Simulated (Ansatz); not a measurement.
System: CH₃Se₂, charge 0, multiplicity 2. It need not be the lowest isomer of its formula. 
Coordinates optimised at B3LYP-D3(BJ)/def2-TZVP (Ansatz, a quantum-chemistry and plane-wave program):
```
C
H 1 1.0861
H 1 1.0861 2 110.76
H 1 1.0892 2 110.73 3 123.24
Se 1 1.9722 2 108.72 3 -119.39
Se 5 2.2540 1 102.79 2 60.33
```
Charge 0, spin multiplicity 2.

Basis-set convergence of Hartree-Fock and CCSD correlation energies (hartree) with Ansatz. Cores are frozen in the correlated levels unless marked. UHF or UKS for open shells. No spin-orbit coupling. Frozen are the shells of the preceding noble gas and the d and f shells that filled before the atom's block. Non-relativistic.

| basis | functions | E(HF) | E(corr, CCSD) |
|---|---|---|---|
| cc-pVDZ | 83 | -4839.24854 | -0.39751 |
| cc-pVTZ | 158 | -4839.41741 | -0.50226 |
| cc-pVQZ | 281 | -4839.42652 | -0.53549 |

Extrapolating the two largest sets (X = 3 and 4) as X^-3: E(corr) = (64·(-0.53549) - 27·(-0.50226))/37 = -0.5597 Eh, an estimate of the basis-set limit. The largest set recovers 95.7 % of it, the smallest 71.0 %.
